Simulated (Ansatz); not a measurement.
Geometry optimisation, Ansatz 0.2.0, DFT PBE, scalar-relativistic, plane waves, PAW.

The input (input.yaml):

```yaml
accuracy: low
crystal:
  lattice:
    - [6.32, 0.0, 0.0]
    - [3.16, 4.468915, 0.0]
    - [0.0, 0.0, 17.703372]
  atoms:
    - { symbol: W, position: [-0.25, 0.5, 0.0564864] }
    - { symbol: W, position: [0.25, 0.5, 0.0564864] }
    - { symbol: W, position: [-0.25, 1.0, 0.0564864] }
    - { symbol: W, position: [0.25, 1.0, 0.0564864] }
    - { symbol: W, position: [0.0, 0.0, 0.1827029] }
    - { symbol: W, position: [0.5, 0.0, 0.1827029] }
    - { symbol: W, position: [0.0, 0.5, 0.1827029] }
    - { symbol: W, position: [0.5, 0.5, 0.1827029] }
    - { symbol: W, position: [-0.25, 0.5, 0.3089194] }
    - { symbol: W, position: [0.25, 0.5, 0.3089194] }
    - { symbol: W, position: [-0.25, 1.0, 0.3089194] }
    - { symbol: W, position: [0.25, 1.0, 0.3089194] }
    - { symbol: W, position: [0.0, 0.0, 0.4351359] }
    - { symbol: W, position: [0.5, 0.0, 0.4351359] }
    - { symbol: W, position: [0.0, 0.5, 0.4351359] }
    - { symbol: W, position: [0.5, 0.5, 0.4351359] }
    - { symbol: C, position: [0.3418541, 0.8101294, 0.5481087] }
    - { symbol: O, position: [0.3418541, 0.8101294, 0.6136329] }
basis:
  ecutwfc: 420.0
kpoints:
  mp_grid: { grid: [2, 2, 1] }
hamiltonian:
  xc: pbe
scf:
  occupations: { method: fermi_dirac, width: 0.1 }
  lower_state_search: "off"
relax:
  f_tol: 0.08
  max_steps: 25
  adjacent_minimum: "off"
  constraints: [{ sites: [0, 1, 2, 3] }]
output:
  write_density: true
  write_potential: true
  elf: true
  volumetric_format: npy
```

Command:

```bash
$ ansatz run input.yaml --threads 2 --pin off --max-ram 5120MiB --backend cpu --events-out ev --progress --plain --runs-dir out
```

**Question.** Where does it end, and by what steps?

**Answer.** The run converged. The threshold is loose, so the end isn't yet a minimum. The force dipped under the threshold on the way, but the program's further checks kept it going. Limits of this set-up: coarse k mesh, thin slab, slab without dipole correction, no dispersion correction for a molecule that may bind weakly, low accuracy level. After 9 steps the energy has fallen by 1.291 eV; C17 moved furthest, 0.76 Å.

```
step  energy less start (eV)  largest force component (eV/Å)  accepted
   0                  0.0000                           2.288       yes
   1                 -0.7568                           1.553       yes
   2                 -1.1018                           2.682       yes
   3                 -1.2154                           0.566       yes
   4                 -1.2540                           0.603       yes
   5                 -1.2764                           0.111       yes
   6                 -1.2852                           0.189       yes
   7                 -1.2881                           0.045       yes
   8                 -1.2900                           0.085       yes
   9                 -1.2907                           0.060       yes
```

```xyz
18
Lattice="6.3200 0.0000 0.0000 3.1600 4.4689 0.0000 0.0000 0.0000 17.7034" Properties=species:S:1:pos:R:3
W 0.000 2.234 1.000
W 3.160 2.234 1.000
W 1.580 4.469 1.000
W 4.740 4.469 1.000
W 0.003 0.001 3.157
W 3.158 0.001 3.157
W 1.580 2.235 3.168
W 4.740 2.234 3.150
W 0.005 2.233 5.389
W 3.154 2.233 5.389
W 1.581 4.501 5.410
W 4.741 4.436 5.415
W -0.024 0.022 7.566
W 3.187 0.022 7.565
W 1.579 2.219 7.511
W 4.739 2.263 7.724
C 4.738 2.859 9.664
O 4.738 3.182 10.783
```

The run took 80 s on 2 CPU threads of a shared host.
